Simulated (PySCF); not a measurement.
Isomers of C7H12OS, mass 144.061 u with the commonest isotopes. Level of theory: PBE0/pcSseg-1 in PySCF (dipole) on a GFN2-xTB geometry, gas phase. One conformer each, none proved a minimum here; rigid rotors.

Problem. Order these by rotational constant B, smallest first.
A. `[CH2:1]=[CH:2][CH2:3]/[C:4](=[CH:5]/[CH3:6])[S@@:7]([CH3:8])=[O:9]` with C1–C2–C3–C4 101°, C2–C3–C4–C5 -103°, C3–C4–S7–C8 -100°
B. `[CH2:1]=[C:2]([CH3:3])[CH2:4][O:5][C@H:6]1[CH2:7][CH2:8][S:9]1` with C1–C2–C4–O5 127°, C2–C4–O5–C6 173°, C4–O5–C6–C7 -174°, O5–C6–C7–C8 129°, C6–C7–C8–S9 -10°, C7–C8–S9–C6 9°, O5–C6–S9–C8 -125°
C. `[CH3:1][S@@:2](=[O:3])[C@@:4]12[CH2:5][CH2:6][CH2:7][C@@H:8]1[CH2:9]2` with C1–S2–C4–C5 77°, S2–C4–C5–C6 158°, C4–C5–C6–C7 -27°, C5–C6–C7–C8 27°, C6–C7–C8–C9 49°
D. `[CH3:1][CH2:2][CH2:3][C@H:4]1[CH2:5][S:6][CH2:7][C:8]1=[O:9]` with C1–C2–C3–C4 175°, C2–C3–C4–C5 69°, C3–C4–C5–S6 161°, C4–C5–S6–C7 -35°, C5–S6–C7–C8 23°, S6–C7–C8–O9 175°
E. `[CH2:1]=[CH:2][S@:3](=[O:4])[CH2:5][CH:6]1[CH2:7][CH2:8][CH2:9]1` with C1–C2–S3–O4 -2°, C2–S3–C5–C6 171°, S3–C5–C6–C7 173°, C5–C6–C7–C8 -129°, C6–C7–C8–C9 10°, C7–C8–C9–C6 -10°, C5–C6–C9–C8 130°

Solution. B (654.9 MHz), E (684.7 MHz), D (782.9 MHz), C (1040 MHz), A (1156 MHz).

Problem. Order these by out-of-plane moment Σ m c² = (Ia + Ib − Ic)/2, smallest first.
A. `[CH3:1][CH2:2][CH2:3][C@H:4]1[CH2:5][S:6][CH2:7][C:8]1=[O:9]` with C1–C2–C3–C4 175°, C2–C3–C4–C5 69°, C3–C4–C5–S6 161°, C4–C5–S6–C7 -35°, C5–S6–C7–C8 23°, S6–C7–C8–O9 175°
B. `[CH2:1]=[C:2]([CH3:3])[CH2:4][O:5][C@H:6]1[CH2:7][CH2:8][S:9]1` with C1–C2–C4–O5 127°, C2–C4–O5–C6 173°, C4–O5–C6–C7 -174°, O5–C6–C7–C8 129°, C6–C7–C8–S9 -10°, C7–C8–S9–C6 9°, O5–C6–S9–C8 -125°
C. `[CH2:1]=[CH:2][S@:3](=[O:4])[CH2:5][CH:6]1[CH2:7][CH2:8][CH2:9]1` with C1–C2–S3–O4 -2°, C2–S3–C5–C6 171°, S3–C5–C6–C7 173°, C5–C6–C7–C8 -129°, C6–C7–C8–C9 10°, C7–C8–C9–C6 -10°, C5–C6–C9–C8 130°
D. `[CH3:1][S@@:2](=[O:3])[C@@:4]12[CH2:5][CH2:6][CH2:7][C@@H:8]1[CH2:9]2` with C1–S2–C4–C5 77°, S2–C4–C5–C6 158°, C4–C5–C6–C7 -27°, C5–C6–C7–C8 27°, C6–C7–C8–C9 49°
E. `[CH2:1]=[CH:2][CH2:3]/[C:4](=[CH:5]/[CH3:6])[S@@:7]([CH3:8])=[O:9]` with C1–C2–C3–C4 101°, C2–C3–C4–C5 -103°, C3–C4–S7–C8 -100°

Solution. A (15.33 u·Å²), C (49.33 u·Å²), D (56.01 u·Å²), B (68.09 u·Å²), E (85.31 u·Å²).

Problem. Order these by rotational constant A, smallest first.
A. `[CH3:1][S@@:2](=[O:3])[C@@:4]12[CH2:5][CH2:6][CH2:7][C@@H:8]1[CH2:9]2` with C1–S2–C4–C5 77°, S2–C4–C5–C6 158°, C4–C5–C6–C7 -27°, C5–C6–C7–C8 27°, C6–C7–C8–C9 49°
B. `[CH3:1][CH2:2][CH2:3][C@H:4]1[CH2:5][S:6][CH2:7][C:8]1=[O:9]` with C1–C2–C3–C4 175°, C2–C3–C4–C5 69°, C3–C4–C5–S6 161°, C4–C5–S6–C7 -35°, C5–S6–C7–C8 23°, S6–C7–C8–O9 175°
C. `[CH2:1]=[CH:2][S@:3](=[O:4])[CH2:5][CH:6]1[CH2:7][CH2:8][CH2:9]1` with C1–C2–S3–O4 -2°, C2–S3–C5–C6 171°, S3–C5–C6–C7 173°, C5–C6–C7–C8 -129°, C6–C7–C8–C9 10°, C7–C8–C9–C6 -10°, C5–C6–C9–C8 130°
D. `[CH2:1]=[CH:2][CH2:3]/[C:4](=[CH:5]/[CH3:6])[S@@:7]([CH3:8])=[O:9]` with C1–C2–C3–C4 101°, C2–C3–C4–C5 -103°, C3–C4–S7–C8 -100°
E. `[CH2:1]=[C:2]([CH3:3])[CH2:4][O:5][C@H:6]1[CH2:7][CH2:8][S:9]1` with C1–C2–C4–O5 127°, C2–C4–O5–C6 173°, C4–O5–C6–C7 -174°, O5–C6–C7–C8 129°, C6–C7–C8–S9 -10°, C7–C8–S9–C6 9°, O5–C6–S9–C8 -125°

Solution. D (1578 MHz), B (2470 MHz), A (2792 MHz), E (3324 MHz), C (3701 MHz).

```json
{"SMILES": "C=C(C)CO[C@H]1CCS1", "point group": "C1", "Ia (u·Å²)": "152.02", "Ib (u·Å²)": "771.63", "Ic (u·Å²)": "787.47", "κ": "-0.99", "μa (D)": "0.29", "μb (D)": "1.20", "μc (D)": "0.18"}
{"SMILES": "C=CC/C(=C/C)[S@@](C)=O", "point group": "C1", "Ia (u·Å²)": "320.18", "Ib (u·Å²)": "437.19", "Ic (u·Å²)": "586.75", "κ": "-0.18", "μa (D)": "0.39", "μb (D)": "3.35", "μc (D)": "1.98"}
{"SMILES": "C=C[S@](=O)CC1CCC1", "point group": "C1", "Ia (u·Å²)": "136.54", "Ib (u·Å²)": "738.09", "Ic (u·Å²)": "775.98", "κ": "-0.98", "μa (D)": "0.88", "μb (D)": "2.68", "μc (D)": "1.81"}
{"SMILES": "CCC[C@H]1CSCC1=O", "point group": "C1", "Ia (u·Å²)": "204.60", "Ib (u·Å²)": "645.50", "Ic (u·Å²)": "819.44", "κ": "-0.82", "μa (D)": "1.04", "μb (D)": "1.47", "μc (D)": "0.25"}
{"SMILES": "C[S@@](=O)[C@@]12CCC[C@@H]1C2", "point group": "C1", "Ia (u·Å²)": "181.02", "Ib (u·Å²)": "486.03", "Ic (u·Å²)": "555.03", "κ": "-0.86", "μa (D)": "2.23", "μb (D)": "3.01", "μc (D)": "0.47"}
```
